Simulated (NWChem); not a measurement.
Program: NWChem. System: H₇NO₂Si₂, charge 0, spin multiplicity 1, at a geometry optimised with PBE0/def2-SVP. The structure started from a generated list of species. Level: MP2/def2-SVP, 13 core orbitals frozen.

The NWChem input:

```
start mol
memory heap 200 mb stack 800 mb global 1000 mb
geometry units angstroms nocenter noautoz
  N     -1.849806    -0.629787     0.000000
  Si    -0.346170     0.230055     0.000000
  O     -0.313914     1.120952    -1.404780
  O     -0.313914     1.120952     1.404780
  Si     1.648500    -0.984344     0.000000
  H     -2.131769    -1.137090     0.832525
  H     -2.131769    -1.137090    -0.832525
  H     -1.134794     1.570115    -1.633484
  H     -1.134794     1.570115     1.633484
  H      1.709436    -1.867027    -1.208147
  H      2.852894    -0.098682     0.000000
  H      1.709436    -1.867027     1.208147
  symmetry group Cs
end
basis spherical
  * library def2-svp
end
scf
  rhf
  nopen 0
  maxiter 100
  thresh 1e-7
  semidirect memsize 60000000 filesize 0
end
mp2
  freeze core 13
end
task mp2 energy
```

Output (cleaned and shortened):

```
             Northwest Computational Chemistry Package (NWChem) 7.3.0
             --------------------------------------------------------

                                NWChem Input Module
                                -------------------

 Scaling coordinates for geometry "geometry" by  1.889725989
 (inverse scale =  0.529177249)

 Turning off AUTOSYM since
 SYMMETRY directive was detected!

                             Geometry "geometry" -> ""
                             -------------------------

 Output coordinates in angstroms (scale by  1.889725989 to convert to a.u.)

  No.       Tag          Charge          X              Y              Z
 ---- ---------------- ---------- -------------- -------------- --------------
    1 N                    7.0000    -1.84980600    -0.62978700     0.00000000
    2 Si                  14.0000    -0.34617000     0.23005500     0.00000000
    3 O                    8.0000    -0.31391400     1.12095200    -1.40478000
    4 O                    8.0000    -0.31391400     1.12095200     1.40478000
    5 Si                  14.0000     1.64850000    -0.98434400     0.00000000
    6 H                    1.0000    -2.13176900    -1.13709000     0.83252500
    7 H                    1.0000    -2.13176900    -1.13709000    -0.83252500
    8 H                    1.0000    -1.13479400     1.57011500    -1.63348400
    9 H                    1.0000    -1.13479400     1.57011500     1.63348400
   10 H                    1.0000     1.70943600    -1.86702700    -1.20814700
   11 H                    1.0000     2.85289400    -0.09868200     0.00000000
   12 H                    1.0000     1.70943600    -1.86702700     1.20814700

 Effective nuclear repulsion energy (a.u.)     312.0958334290

            Nuclear Dipole moment (a.u.)
            ----------------------------
        X                 Y               Z
 ---------------- ---------------- ----------------
    -0.0000113384    -0.0000170075     0.0000000000

      Symmetry information
      --------------------

 Group name             Cs
 Group number              2
 Group order               2
 No. of unique centers     8

      Symmetry unique atoms

     1    2    3    5    6    8   10   11


 Summary of "ao basis" -> "" (spherical)
 ------------------------------------------------------------------------------
       Tag                 Description            Shells   Functions and Types
 ---------------- ------------------------------  ------  ---------------------
 *                          def2-svp                  on all atoms

 Summary of "ao basis" -> "ao basis" (spherical)
 ------------------------------------------------------------------------------
       Tag                 Description            Shells   Functions and Types
 ---------------- ------------------------------  ------  ---------------------
 N                          def2-svp                 6       14   3s2p1d
 Si                         def2-svp                 8       18   4s3p1d
 O                          def2-svp                 6       14   3s2p1d
 H                          def2-svp                 3        5   2s1p

                                 NWChem SCF Module
                                 -----------------

  ao basis        = "ao basis"
  functions       =   113
  atoms           =    12
  closed shells   =    29
  open shells     =     0
  charge          =   0.00
  wavefunction    = RHF
  use symmetry    = T
  symmetry adapt  = T

 Summary of "ao basis" -> "ao basis" (spherical)
[...]
              MO Center= -9.4D-01,  6.4D-01, -2.0D-15, r^2= 7.5D+00
   Bfn.  Coefficient  Atom+Function         Bfn.  Coefficient  Atom+Function
  ----- ------------  ---------------      ----- ------------  ---------------
    90      0.707099   8 H  s                95      0.707099   9 H  s
     3     -0.613337   1 N  s                35     -0.546442   3 O  s
    49     -0.546442   4 O  s                80      0.448387   6 H  s
    85      0.448387   7 H  s                72      0.375273   5 Si py
    71      0.371175   5 Si px              105     -0.334673  11 H  s

 Vector   32  Occ=0.000000D+00  E= 1.617095D-01  Symmetry=a"
              MO Center=  7.0D-01, -2.4D-01, -1.4D-14, r^2= 6.0D+00
   Bfn.  Coefficient  Atom+Function         Bfn.  Coefficient  Atom+Function
  ----- ------------  ---------------      ----- ------------  ---------------
    73      1.086627   5 Si pz              100      0.795936  10 H  s
   110     -0.795936  12 H  s                35      0.431179   3 O  s
    49     -0.431179   4 O  s                90     -0.381480   8 H  s
    95      0.381480   9 H  s                27      0.345140   2 Si pz

 center of mass
 --------------
 x =   0.00393153 y =   0.05110008 z =   0.00000000

 moments of inertia (a.u.)
 ------------------
         577.500665968673         171.402623871024           0.000000000000
         171.402623871024         818.286026701647           0.000000000000
           0.000000000000           0.000000000000         875.508674273817

  Mulliken analysis of the total density
  --------------------------------------

    Atom       Charge   Shell Charges
 -----------   ------   -------------------------------------------------------
    1 N    7     7.58   1.99  0.94  0.52  2.41  1.71  0.01
    2 Si  14    12.94   2.00  1.99  0.86 -0.06  5.94  1.09  0.60  0.50
    3 O    8     8.57   1.99  1.05  0.70  2.86  1.97  0.01
    4 O    8     8.57   1.99  1.05  0.70  2.86  1.97  0.01
    5 Si  14    13.66   2.00  1.99  0.97  0.22  5.94  1.28  1.08  0.17
    6 H    1     0.85   0.70  0.10  0.05
    7 H    1     0.85   0.70  0.10  0.05
    8 H    1     0.79   0.66  0.06  0.07
    9 H    1     0.79   0.66  0.06  0.07
   10 H    1     1.14   0.74  0.40  0.01
   11 H    1     1.13   0.73  0.38  0.01
   12 H    1     1.14   0.74  0.40  0.01

       Multipole analysis of the density wrt the origin
       ------------------------------------------------

     L   x y z        total         open         nuclear
     -   - - -        -----         ----         -------
     0   0 0 0      0.000000      0.000000     58.000000

     1   1 0 0     -1.423507      0.000000     -0.000011
     1   0 1 0     -0.126523      0.000000     -0.000017
     1   0 0 1      0.000000      0.000000      0.000000

     2   2 0 0    -32.538890      0.000000    324.610784
     2   1 1 0     -0.806810      0.000000    -95.304516
     2   1 0 1     -0.000000      0.000000      0.000000
     2   0 2 0    -32.645253      0.000000    184.569605
     2   0 1 1     -0.000000      0.000000      0.000000
     2   0 0 2    -35.224630      0.000000    147.186714

                   NWChem MP2 Semi-direct Energy/Gradient Module
                   ---------------------------------------------

  Basis functions       =    113
  Molecular orbitals    =    113
  Frozen core           =     13
  Frozen virtuals       =      0
  Active alpha occupied =     16
  Active beta occupied  =     16
  Active alpha virtual  =     84
  Active beta virtual   =     84
  Use MO symmetry       = T
  Use skeleton AO sym   = T

  AO/Fock/Back tols     =   1.0D-09  1.0D-09  1.0D-09

 GA uses MA = F    GA memory limited = T

 Available:
  local mem=  1.15D+08
 global mem=  1.31D+08
 local disk=  0.00D+00
  mp2_memr nvloc                    84
  nvloc new                    84
   1 passes of  16:        3145728                      60320                  27498911.
   1 passes of  16: M    114683558           G      131046462           F     111537830.

 Semi-direct pass number   1 of   1  for RHF alpha+beta  at        3.2s
  vrange nnbf                  6013
  mp2_eaftype                   104  avail_ma_in_mb                   999
 EAF : mp2_eaftype filesize         104   13749456.
  mp2_eaf for mointskh                    104
Node 0 wrote     64.7 Mb in      0.0 s     Agg I/O rate:  2073.8 Mb/s
 Done moints_semi at        7.9s
  mp2_eaftype                   104  avail_ma_in_mb                   895
 EAF : mp2_eaftype filesize         104   13749456.
  mp2_eaf for kh                   104
 Done maket at        8.3s
 Done multipass loop at        8.3s

          -------------------------------------------
          SCF energy                -785.891593424642
          Correlation energy          -0.740364404138
          Singlet pairs               -0.471445864267
          Triplet pairs               -0.268918539871
          Total MP2 energy          -786.631957828780
          -------------------------------------------

          ---------------------------------------------------
                    Spin Component Scaled (SCS) MP2
          Same spin pairs                     -0.179279026581
          Same spin scaling factor             0.333333333333
          Opposite spin pairs                 -0.561085377558
          Opposite spin scaling fact.          1.200000000000
          SCS-MP2 correlation energy          -0.733062128596
          Total SCS-MP2 energy              -786.624655553238
          ---------------------------------------------------

 -----------------------
 Performance information
 -----------------------

 Timer overhead =  2.34D-07 seconds/call

               Nr. of calls         CPU time (s)                 Wall time (s)                GFlops
             ---------------    -------------------     ------------------------------   -------------------
Name         Min   Avg   Max    Min     Avg     Max     Min     Avg     Max   Mx/calls   Min     Max     Sum
mp2: moin     1     1     1    4.7     4.7     4.7      4.7     4.7     4.7     4.7      0.0     0.0     0.0
mp2: make     1     1     1   0.38    0.38    0.38     0.38    0.38    0.38    0.38      0.0     0.0     0.0
mp2: tota     1     1     1    5.1     5.1     5.1      5.1     5.1     5.1     5.1      0.0     0.0     0.0

 The average no. of pstat calls per process was 3.00D+00
 with a timing overhead of 7.02D-07s

 Task  times  cpu:        8.2s     wall:        8.2s

 Total times  cpu:        8.3s     wall:        8.3s
```
